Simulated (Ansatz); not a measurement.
AlNi₂⁻. The state is a triplet with charge -1. Geometry PBE-D4/def2-TZVPD; atoms count from 1.

```xyz
3

Ni   -1.2392   -0.0609   -0.4334
Ni    0.5745    1.1819    0.0163
Al    0.6647   -1.1210    0.4171
```

The charge -1 triplet is spin-contaminated (final ⟨S²⟩ up to 2.17, 2.00 for a pure state). The highest occupied level of the charge -1 triplet lies above zero (up to 0.02 eV). It is a level of α spin, whose loss leaves a doublet; that state wasn't run at this geometry and level. The electron is either unbound and held by the finite basis, or the level is raised by self-interaction error. The structure comes from a short search, and lower isomers may exist.

Question: Estimate the Mulliken populations from the PBE0/def2-TZVPD orbitals of Ansatz.

Answer: 
```json
{"atom": "Ni1", "charge (e)": "-0.42", "spin (α − β)": "1.12", "d electrons": "8.87"}
{"atom": "Ni2", "charge (e)": "-0.42", "spin (α − β)": "1.12", "d electrons": "8.87"}
{"atom": "Al3", "charge (e)": "-0.15", "spin (α − β)": "-0.25", "d electrons": "–"}
```
Mulliken values and Mayer orders depend strongly on the basis. With diffuse functions, as here, like atoms can get unlike values, and bond orders can come out too low or too high.

Question: Where does the spin sit?

Answer: Summed by element: Ni 2.25, Al -0.25, of 2 unpaired in all. Largest on single atoms: Ni2 1.12, Ni1 1.12, Al3 -0.25.

Question: And the Mayer bond orders between bonded heavy atoms (over 0.3)?

Answer: Ni1–Ni2 1.33 (2.24 Å); Ni1–Al3 1.16 (2.34 Å); Ni2–Al3 1.16 (2.34 Å).
